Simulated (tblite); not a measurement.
Record of a relaxation.

Species: C₆H₉PS.
Bonds: C1–C2, C2–P3, P3–C4, C4–C5 (aromatic), C5–C6 (aromatic), C6–C7 (aromatic), C7–S8 (aromatic), C4–S8 (aromatic). Hydrogens: H9, H10, H11 on C1; H12, H13 on C2; H14 on P3; H15 on C5; H16 on C6; H17 on C7.

Computed with GFN2-xTB (tblite), gas phase: L-BFGS steps from a force-field or distance-geometry start until the largest atomic force falls under 0.01 eV/Å. 6 of its 131 geometries are shown.

Step 0: E = -628.9041 eV, largest atomic force 4.279 eV/Å
```
atom  x, y, z in Å  |  force x, y, z in eV/Å
C1     -2.361    0.701   -0.430   -1.174   1.276  -0.534
C2     -2.004   -0.753   -0.514   -0.269  -0.175   0.028
P3     -0.828   -1.311    0.834    0.563  -2.623   0.125
C4      0.828   -0.599    0.642    0.663   0.447   2.365
C5      1.329    0.122   -0.378   -3.700  -0.278  -1.972
C6      2.598    0.546   -0.314    4.011   1.463  -0.290
C7      3.327    0.226    0.794   -1.569  -0.827   0.496
S8      2.255   -0.744    1.898   -0.634   0.853  -2.059
H9     -1.466    1.274   -0.743   -0.752   0.044   0.330
H10    -2.723    1.042    0.563    0.510  -0.344  -0.477
H11    -3.233    0.923   -1.127    1.134  -0.106   0.536
H12    -2.912   -1.425   -0.512    0.915   0.528   0.418
H13    -1.528   -0.915   -1.500    0.092  -0.231   0.528
H14    -1.394   -1.080    2.149    0.438   0.940  -1.036
H15     0.679    0.363   -1.263    0.674  -0.246   0.862
H16     3.071    1.149   -1.111   -0.369  -0.401   0.458
H17     4.355    0.493    1.002   -0.533  -0.319   0.223
```

Step 26: E = -630.3973 eV, largest atomic force 0.085 eV/Å
```
atom  x, y, z in Å  |  force x, y, z in eV/Å
C1     -2.261    0.671   -0.351    0.013   0.013   0.019
C2     -1.907   -0.803   -0.469    0.002  -0.016  -0.015
P3     -0.764   -1.486    0.823    0.018  -0.036  -0.023
C4      0.750   -0.522    0.549    0.023  -0.017  -0.017
C5      1.228    0.168   -0.527    0.007  -0.015  -0.011
C6      2.568    0.587   -0.368   -0.001   0.006  -0.018
C7      3.107    0.190    0.812   -0.015   0.032  -0.003
S8      1.984   -0.700    1.762    0.075   0.019   0.036
H9     -1.403    1.304   -0.561    0.042   0.019   0.019
H10    -2.612    0.899    0.653   -0.033   0.008   0.028
H11    -3.054    0.921   -1.054    0.014   0.014  -0.023
H12    -2.817   -1.407   -0.401   -0.010  -0.018   0.019
H13    -1.451   -1.030   -1.437   -0.020   0.030  -0.044
H14    -1.224   -0.694    1.883   -0.033   0.022   0.010
H15     0.649    0.387   -1.407   -0.001  -0.043   0.006
H16     3.104    1.157   -1.107   -0.025  -0.018   0.024
H17     4.095    0.369    1.191   -0.054   0.000  -0.006
```

Step 52: E = -630.4328 eV, largest atomic force 0.105 eV/Å
```
atom  x, y, z in Å  |  force x, y, z in eV/Å
C1     -2.164    0.711   -0.261    0.020  -0.005   0.014
C2     -1.904   -0.775   -0.474    0.023   0.004   0.009
P3     -0.773   -1.580    0.768   -0.037  -0.020  -0.096
C4      0.745   -0.619    0.508   -0.044   0.050  -0.020
C5      1.224    0.003   -0.609    0.015   0.009   0.002
C6      2.510    0.559   -0.424    0.001  -0.009   0.002
C7      3.005    0.331    0.819    0.013  -0.013  -0.014
S8      1.912   -0.572    1.793    0.045   0.047   0.021
H9     -1.235    1.274   -0.191    0.002  -0.047  -0.010
H10    -2.727    0.866    0.657    0.006   0.017  -0.002
H11    -2.743    1.113   -1.092   -0.004  -0.024   0.037
H12    -2.849   -1.328   -0.430    0.037   0.007  -0.005
H13    -1.470   -0.965   -1.460   -0.022   0.012   0.009
H14    -1.197   -0.826    1.869   -0.020   0.013   0.025
H15     0.674    0.078   -1.531    0.031  -0.003   0.015
H16     3.035    1.110   -1.187   -0.023  -0.041   0.041
H17     3.948    0.632    1.234   -0.044   0.002  -0.027
```

Step 78: E = -630.4495 eV, largest atomic force 0.117 eV/Å
```
atom  x, y, z in Å  |  force x, y, z in eV/Å
C1     -2.116    0.728   -0.186   -0.021   0.047  -0.005
C2     -1.919   -0.749   -0.506   -0.007   0.049   0.035
P3     -0.764   -1.637    0.653   -0.011   0.009  -0.045
C4      0.709   -0.592    0.482    0.060  -0.060   0.014
C5      1.268   -0.099   -0.662    0.029   0.045   0.011
C6      2.525    0.507   -0.450    0.053  -0.029   0.021
C7      2.933    0.438    0.844   -0.106   0.033  -0.009
S8      1.776   -0.357    1.835   -0.066  -0.035   0.037
H9     -1.165    1.257   -0.184   -0.006  -0.024  -0.010
H10    -2.575    0.854    0.794    0.017  -0.038  -0.015
H11    -2.764    1.197   -0.925    0.004  -0.042  -0.002
H12    -2.874   -1.282   -0.458    0.016   0.016   0.017
H13    -1.534   -0.883   -1.522    0.001   0.010   0.071
H14    -1.207   -1.011    1.825   -0.040   0.005   0.001
H15     0.779   -0.141   -1.619    0.056  -0.017  -0.006
H16     3.099    0.956   -1.239    0.038   0.053  -0.001
H17     3.822    0.823    1.308   -0.018  -0.022  -0.114
```

Step 104: E = -630.4779 eV, largest atomic force 0.034 eV/Å
```
atom  x, y, z in Å  |  force x, y, z in eV/Å
C1     -2.002    0.794    0.027    0.016  -0.001   0.005
C2     -1.976   -0.625   -0.520   -0.001  -0.017   0.012
P3     -0.779   -1.769    0.342   -0.029   0.008   0.016
C4      0.693   -0.709    0.308   -0.004  -0.010   0.008
C5      1.488   -0.457   -0.772    0.020   0.015  -0.007
C6      2.576    0.389   -0.471    0.003  -0.009  -0.014
C7      2.612    0.749    0.837    0.009  -0.004   0.005
S8      1.311    0.073    1.730   -0.011   0.005   0.006
H9     -1.045    1.285   -0.136    0.013   0.012   0.012
H10    -2.207    0.791    1.095   -0.013   0.011   0.017
H11    -2.773    1.379   -0.471   -0.018  -0.010  -0.013
H12    -2.959   -1.094   -0.428   -0.017   0.002  -0.002
H13    -1.712   -0.623   -1.581    0.000  -0.009  -0.013
H14    -1.149   -1.391    1.640    0.010  -0.013  -0.027
H15     1.294   -0.862   -1.750   -0.007   0.011   0.002
H16     3.297    0.714   -1.200    0.029  -0.003  -0.004
H17     3.326    1.370    1.340    0.001   0.013  -0.003
```

Step 130: E = -630.4799 eV, largest atomic force 0.009 eV/Å
```
atom  x, y, z in Å  |  force x, y, z in eV/Å
C1     -2.025    0.799    0.052    0.000   0.004   0.002
C2     -2.002   -0.613   -0.514    0.003   0.001   0.002
P3     -0.772   -1.763    0.290    0.002   0.002  -0.001
C4      0.696   -0.695    0.272   -0.001  -0.002  -0.003
C5      1.539   -0.486   -0.781    0.004  -0.001   0.004
C6      2.620    0.362   -0.464   -0.001   0.003  -0.007
C7      2.599    0.775    0.829    0.003  -0.004   0.001
S8      1.254    0.143    1.688   -0.001   0.001  -0.005
H9     -1.074    1.300   -0.117    0.000  -0.006   0.003
H10    -2.216    0.783    1.124   -0.001  -0.003   0.004
H11    -2.808    1.383   -0.429   -0.005  -0.002  -0.002
H12    -2.979   -1.091   -0.398   -0.003   0.002  -0.002
H13    -1.774   -0.595   -1.583    0.006   0.003  -0.006
H14    -1.124   -1.430    1.603   -0.004   0.002   0.008
H15     1.383   -0.925   -1.751   -0.001  -0.001   0.003
H16     3.382    0.649   -1.168    0.002   0.000  -0.001
H17     3.294    1.414    1.337   -0.002   0.001   0.000
```

Question: Summarise the path.

Answer: The energy falls by 1.5758 eV from step 0 to step 130; nine tenths of that is first reached at step 11. It rises by more than 0.2 meV at step 83. The largest force goes from 4.279 to 0.009 eV/Å. Among the bonds C4–S8 changes most, from 1.906 to 1.737 Å; the atoms move by 0.840 Å rms after alignment.

Question: Follow the three bonds and two angles with the largest change from start to end.

Answer: 
| step | E above end (eV) | largest force (eV/Å) | C4–S8 (Å) | C7–S8 (Å) | C5–C6 (Å) | C4–P3–H14 (°) | C2–P3–H14 (°) |
| --- | --- | --- | --- | --- | --- | --- | --- |
| 0 | 1.5758 | 4.279 | 1.906 | 1.819 | 1.340 | 112.9 | 111.1 |
| 6 | 0.3131 | 0.706 | 1.778 | 1.736 | 1.407 | 98.3 | 96.7 |
| 11 | 0.1562 | 0.274 | 1.739 | 1.721 | 1.407 | 97.3 | 96.2 |
| 17 | 0.1140 | 0.189 | 1.734 | 1.719 | 1.414 | 96.5 | 97.5 |
| 23 | 0.0857 | 0.130 | 1.743 | 1.717 | 1.412 | 95.1 | 96.9 |
| 28 | 0.0809 | 0.085 | 1.741 | 1.718 | 1.412 | 95.1 | 96.4 |
| 34 | 0.0745 | 0.087 | 1.738 | 1.719 | 1.413 | 95.1 | 94.9 |
| 40 | 0.0662 | 0.117 | 1.743 | 1.718 | 1.410 | 94.5 | 94.8 |
| 45 | 0.0573 | 0.112 | 1.740 | 1.721 | 1.413 | 94.2 | 95.7 |
| 51 | 0.0484 | 0.086 | 1.738 | 1.719 | 1.413 | 94.7 | 96.0 |
| 57 | 0.0445 | 0.049 | 1.740 | 1.718 | 1.411 | 94.4 | 96.4 |
| 62 | 0.0418 | 0.070 | 1.737 | 1.720 | 1.411 | 94.8 | 95.9 |
| 68 | 0.0388 | 0.039 | 1.738 | 1.719 | 1.411 | 95.2 | 95.9 |
| 73 | 0.0368 | 0.046 | 1.739 | 1.719 | 1.411 | 95.4 | 95.9 |
| 79 | 0.0283 | 0.135 | 1.736 | 1.721 | 1.412 | 94.5 | 96.4 |
| 85 | 0.0180 | 0.086 | 1.739 | 1.719 | 1.411 | 93.9 | 96.0 |
| 90 | 0.0100 | 0.142 | 1.740 | 1.719 | 1.411 | 94.6 | 95.5 |
| 96 | 0.0053 | 0.061 | 1.738 | 1.717 | 1.412 | 94.6 | 95.7 |
| 102 | 0.0031 | 0.106 | 1.739 | 1.718 | 1.411 | 94.3 | 95.1 |
| 107 | 0.0015 | 0.028 | 1.737 | 1.717 | 1.411 | 94.2 | 95.6 |
| 113 | 0.0011 | 0.011 | 1.737 | 1.717 | 1.410 | 94.2 | 95.4 |
| 119 | 0.0007 | 0.022 | 1.737 | 1.717 | 1.411 | 94.5 | 95.2 |
| 124 | 0.0003 | 0.028 | 1.737 | 1.717 | 1.411 | 94.2 | 95.1 |
| 130 | 0.0000 | 0.009 | 1.737 | 1.717 | 1.411 | 94.1 | 95.3 |

What follows is the cost of the whole relaxation. The run took 1.1 s on one thread, Arm Neoverse V1 (aarch64) (shared host).
